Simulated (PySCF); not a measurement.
Cartesian coordinates in Å; atom numbers follow the order of the lines, from 1:
```xyz
16

C    -0.925    1.193    0.428
N    -0.521   -0.195    0.555
C    -1.512   -1.078   -0.028
C     0.795   -0.432   -0.004
C     1.881    0.188    0.869
F     3.039   -0.510    0.756
F     2.183    1.454    0.486
H    -1.030    1.504   -0.623
H    -1.883    1.326    0.929
H    -0.193    1.837    0.908
H    -2.465   -0.907    0.467
H    -1.644   -0.916   -1.108
H    -1.216   -2.112    0.138
H     0.906   -0.046   -1.032
H     0.979   -1.509   -0.016
H     1.600    0.211    1.932
```

Single conformer, averaged over atoms made equivalent by symmetry, fast rotation or ring inversion, non-relativistic Hamiltonian, no solvent. σ from GIAO-PBE0/pcSseg-1; geometry: GFN2-xTB; PySCF 2.14.

Q: Predict the 2D correlation tables (HSQC, COSY, HMBC).

A: 

HSQC (one-bond C–H):
```
                          δH            δC
                  6.23 (H16)    127.0 (C5)
              2.62 (H14/H15)     66.8 (C4)
2.27 (H8/H9/H10/H11/H12/H13)  47.6 (C1/C3)
```

COSY cross peaks (H two or three bonds apart, from the bond graph; peaks can be absent where the dihedral angle is near 90°):
```
        δH              δH
6.23 (H16)  2.62 (H14/H15)
```

HMBC (two and three bonds, from the bond graph):
```
                          δH                        δC
                  6.23 (H16)                 66.8 (C4)
              2.62 (H14/H15)  127.0 (C5), 47.6 (C1/C3)
2.27 (H8/H9/H10/H11/H12/H13)   66.8 (C4), 47.6 (C1/C3)
```

Chemical shifts δ = σref − σ; ¹H (σref 31.72) and ¹³C (σref 186.93) against TMS, all at this level.

Short H···H contacts in this conformer between protons four or more bonds apart (candidates for NOE cross peaks, intensity ∝ r⁻⁶): H13···H15 2.28 Å, H10···H16 2.63 Å.

Shifts are as computed. Against solution values, carbons near 30 ppm lie about +3 ppm off and those near 130 ppm about +5 ppm. Of 1211 compounds with measured shifts, 218 miss one by over three times the rms of a fit or turn the order of signals round; such compounds aren't used in these exercises.
